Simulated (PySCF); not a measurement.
Molfile (atoms numbered from 1):
```
C5H11NOSi2
     RDKit          3D

 20 20  0  0  0  0  0  0  0  0999 V2000
   -2.2775    1.3126   -0.4722 C   0  0  0  0  0  0  0  0  0  0  0  0
   -1.6026    0.0463   -0.0652 C   0  0  0  0  0  0  0  0  0  0  0  0
   -2.0449   -1.2815   -0.3728 C   0  0  0  0  0  0  0  0  0  0  0  0
   -1.1316   -2.1249    0.1847 C   0  0  0  0  0  0  0  0  0  0  0  0
   -0.1700   -1.4330    0.8099 O   0  0  0  0  0  0  0  0  0  0  0  0
   -0.4444   -0.0979    0.6656 C   0  0  0  0  0  0  0  0  0  0  0  0
    0.8011    1.0853    1.3826 Si  0  0  0  0  0  4  0  0  0  0  0  0
    2.3721    0.5953    0.8232 N   0  0  0  0  0  0  0  0  0  0  0  0
    2.7663   -0.4434   -0.5210 Si  0  0  0  0  0  4  0  0  0  0  0  0
   -3.2681    1.4036    0.0012 H   0  0  0  0  0  0  0  0  0  0  0  0
   -2.4348    1.3416   -1.5617 H   0  0  0  0  0  0  0  0  0  0  0  0
   -1.6876    2.1948   -0.1903 H   0  0  0  0  0  0  0  0  0  0  0  0
   -2.9297   -1.5644   -0.9399 H   0  0  0  0  0  0  0  0  0  0  0  0
   -1.0433   -3.2087    0.2134 H   0  0  0  0  0  0  0  0  0  0  0  0
    0.8055    1.0747    2.8786 H   0  0  0  0  0  0  0  0  0  0  0  0
    0.3942    2.4592    0.9502 H   0  0  0  0  0  0  0  0  0  0  0  0
    3.1572    0.8787    1.4032 H   0  0  0  0  0  0  0  0  0  0  0  0
    3.0052   -1.8687   -0.1298 H   0  0  0  0  0  0  0  0  0  0  0  0
    4.0217    0.0512   -1.1693 H   0  0  0  0  0  0  0  0  0  0  0  0
    1.6480   -0.3989   -1.5063 H   0  0  0  0  0  0  0  0  0  0  0  0
  1  2  1  0
  2  3  1  0
  3  4  2  0
  4  5  1  0
  5  6  1  0
  6  7  1  0
  7  8  1  0
  8  9  1  0
  6  2  2  0
  1 10  1  0
  1 11  1  0
  1 12  1  0
  3 13  1  0
  4 14  1  0
  7 15  1  0
  7 16  1  0
  8 17  1  0
  9 18  1  0
  9 19  1  0
  9 20  1  0
M  END
```

PySCF 2.14.0 with density-fitted response routines calculation with σ from GIAO-PBE0/pcSseg-1 and geometry: PBE0-D3(BJ)/def2-SVP; averaged over atoms made equivalent by symmetry, fast rotation or ring inversion, a single conformation, no relativistic terms, no solvent.

Shifts are taken against calculated references (same method and geometry level): ¹³C, ¹H, ²⁹Si vs TMS; ¹⁷O against H2O; NH3 for ¹⁵N.

```tsv
atoms	nucleus	count	Hirshfeld charge	δ (ppm)
H15/H16	¹H	2	-0.09	?
C4	¹³C	1	0.02	?
H17	¹H	1	0.12	?
H18/H19/H20	¹H	3	-0.09	4.33
H10/H11/H12	¹H	3	0.05	?
C1	¹³C	1	-0.11	12.7
O5	¹⁷O	1	-0.06	?
H14	¹H	1	0.07	7.68
C2	¹³C	1	-0.02	143.3
Si9	²⁹Si	1	0.33	-53.4
N8	¹⁵N	1	-0.33	-1.8
C6	¹³C	1	-0.06	150.4
C3	¹³C	1	-0.09	118.3
Si7	²⁹Si	1	0.36	-51.5
H13	¹H	1	0.06	6.48
```

Estimate the values marked ?.

## Answers


- C4: 152.9 ppm, aromatic CH next to the ring oxygen
- H15/H16: 5.32 ppm, hydrogen on a silicon bonded to C, N
- H10/H11/H12: 2.29 ppm, hydrogen on a methyl carbon on an aromatic ring; benzylic-type position, deshielded by the ring
- H17: -0.67 ppm, hydrogen on a nitrogen bonded to 2 Si; labile proton, position sensitive to the medium
- O5: 314.9 ppm, aromatic ring oxygen

OH/NH shifts are gas-phase values; hydrogen bonding in solution moves them, usually downfield. Shifts are as computed. Against solution values, carbons near 30 ppm lie about +2 ppm off and those near 130 ppm about +5 ppm. Of 1211 compounds with measured shifts, 218 miss one by over three times the rms of a fit or turn the order of signals round; such compounds aren't used in these exercises. Unscaled 17O shifts of doubly bonded oxygen tend to come out too high, by tens of ppm or more. Experimental scales use liquid or dissolved standards, which lie at an offset from isolated NH3 (liquid NH3: subtract about 20 ppm) and H2O (liquid H2O: subtract about 36 ppm).
